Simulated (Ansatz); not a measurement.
The Ansatz (a first-principles code) input:
Ansatz 0.2 input:
```yaml
crystal:
  periodic: [false, false, false]
  atoms:
    - {symbol: Si, position_ang: [0.00365607, 0.07002271, -0.00530607]}
    - {symbol: Cl, position_ang: [2.26795077, -0.18957287, 0.06996598]}
    - {symbol: Cl, position_ang: [-2.27586797, 0.03793873, -0.05847569]}
    - {symbol: H, position_ang: [0.01104551, 0.89550759, 1.19548080]}
    - {symbol: H, position_ang: [0.07236210, 0.70195473, -1.31653085]}
basis:
  gaussian:
    orbitals: cc-pVDZ
total_charge: -1
magnetization: {spin_polarized: true, initial_magnetization: 1}
correlation: {method: mp2, electrons: outside_noble_gas}
accuracy: high
```

Question: What does this run give for the SCF-reference <S^2>, MP2 correlation energy, total energy, number of basis functions?

Answer: 
- SCF-reference <S^2> = 0.755
- MP2 correlation energy = -0.3662 Eh
- total energy = -1209.5577 Eh
- number of basis functions = 64

A gas-phase anion may not be bound at this level; its values then depend on the basis.
